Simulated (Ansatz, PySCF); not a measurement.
C2HCl3, charge +1, doublet, at a GFN2-xTB geometry (a state made from the parent by changing its charge; the spin is typed, not shown lowest), with bond 4-3 at 1.4 times its length. Base run: CASSCF(3,4)/6-31G in PySCF.

Input for PySCF:
```python
from pyscf import gto, scf, mcscf
import numpy

mol = gto.M(
    atom='''
Cl    2.15940929    0.60279308   -0.00249922
C     0.98178668   -0.55736089   -0.02869428
C    -0.37750363   -0.26814148   -0.00495794
Cl   -1.18608790    1.94626778    0.07685711
Cl   -1.49420840   -1.53109189   -0.03519440
H     1.30197155   -1.59675592   -0.06647868
''',
    basis='6-31g',
    charge=1,
    spin=1,
    verbose=4,
)

mf = scf.ROHF(mol)
mf.kernel()
mc = mcscf.CASSCF(mf, 4, 3)
mc.fix_spin_(ss=0.75)
mc.kernel()
occ = numpy.linalg.eigvalsh(mc.fcisolver.make_rdm1(mc.ci, mc.ncas, mc.nelecas))[::-1]
ss = mc.fcisolver.spin_square(mc.ci, mc.ncas, mc.nelecas)[0]
print('natural occupations', occ.round(4), ' <S^2>', round(ss, 4))
```

Programs used: Ansatz (a first-principles code), PySCF; a row that names a program was run with it.

Each row names what was changed in the base input (with any setting that the change needs).

| change | ΔE vs base (mEh) | natural occupations | <S^2> of the state | outcome |
|---|---|---|---|---|
| base | 0.000 | 1.81 1.00 0.19 0.00 | 0.75 | converged |
| correction = SC-NEVPT2 | -282.2 | 1.81 1.00 0.19 0.00 | 0.75 | converged |
| solver = newton | 0.000 | 1.81 1.00 0.19 0.00 | 0.75 | converged |
| code = ansatz | 0.022 | - | - | converged |
| active space = 9 electrons, 7 orbitals | - | - | - | not converged |
| fix_spin_ = off | 0.000 | 1.81 1.00 0.19 0.00 | 0.75 | converged |
| orbitals = fixed (CASCI) | 41.885 | 1.94 1.00 0.06 0.00 | 0.75 | converged |
| active space = 5 electrons, 4 orbitals | 1.050 | 1.99 1.80 1.01 0.20 | 0.75 | converged |
| state_average = 2 states | 5.998 | - | - | converged |
| active space = 5 electrons, 6 orbitals | -24.920 | 1.97 1.82 0.99 0.18 0.03 0.01 | 0.75 | converged |
| active space = 3 electrons, 3 orbitals | 3.313 | 1.80 1.00 0.20 | 0.75 | converged |

Active orbitals are taken around the Fermi level unless the row says otherwise; CASSCF can end in different local minima, and two programs can end on different orbitals. State-averaged rows give the lowest state.

Open shells are given as the SCF converged; they aren't shown to be the lowest states, and a large step between rows can be another state.
